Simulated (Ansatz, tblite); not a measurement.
Isomers of Mg4O7H6 (singlet), found by a short tight-binding search and relaxed with PBE0-D4/def2-SVP in Ansatz.

The xTB rows come from tblite.

A: It holds 2 O–O bonds. B: The restricted singlet is unstable towards broken spin symmetry in Hartree–Fock (as tested in another run); at PBE-D4/def2-TZVP, r2SCAN-D4/def2-TZVP, PBE0-D4/def2-TZVP this wasn't settled. It holds 1 O–O bond.

Other spin states weren't relaxed.

A:

Cartesian coordinates in Å:
```
Mg 1.079 -0.993 -2.194
Mg 0.750 0.596 0.426
Mg -1.197 -1.340 -0.032
Mg -1.478 1.169 2.561
O -1.803 -2.343 -1.554
O 0.825 -1.436 -0.203
O -1.077 -1.268 -2.252
O -1.079 0.187 1.018
O 1.480 1.660 1.868
O 0.405 1.942 2.783
O 1.045 0.846 -1.485
H 1.220 1.665 -1.951
H -1.707 -0.964 -2.918
H 1.350 -2.139 0.192
H 0.804 2.545 3.421
H 2.012 -1.718 -3.439
H -2.626 1.591 3.758
```

B:

```xyz
17

Mg    0.2707   -1.4294    1.6256
Mg   -2.6444    2.2718   -1.6269
Mg   -0.9352    0.4180   -0.1057
Mg    2.6048   -1.0524    0.1575
O     1.0146    0.1745    0.6031
O     0.6097   -0.9728   -0.3346
O    -1.4685   -0.7203    1.5071
O    -1.4833    2.3068   -0.0723
O     4.2781   -1.0924   -0.5207
O     2.0132   -2.1462    1.7525
O    -2.1278    0.4019   -1.6689
H    -1.1862    3.0114    0.5033
H     2.5530   -2.7514    2.2602
H    -2.3046   -0.3104   -2.2833
H    -3.6533    3.3454   -2.4996
H    -2.3251   -0.7554    1.9300
H     4.7844   -0.6990   -1.2275
```

Question: Estimate which lies lowest at each level, and how far above it the others are (kJ/mol).

Answer: 
```csv
level,A,B
GFN1-xTB,352.5,0.0
GFN2-xTB,320.2,0.0
PBE-D4/def2-TZVP,536.3,0.0
r2SCAN-D4/def2-TZVP,568.8,0.0
PBE0-D4/def2-TZVP,553.8,0.0
```
Point groups (tolerance 0.1 Å): A not assigned, B not assigned. Lower isomers may exist.
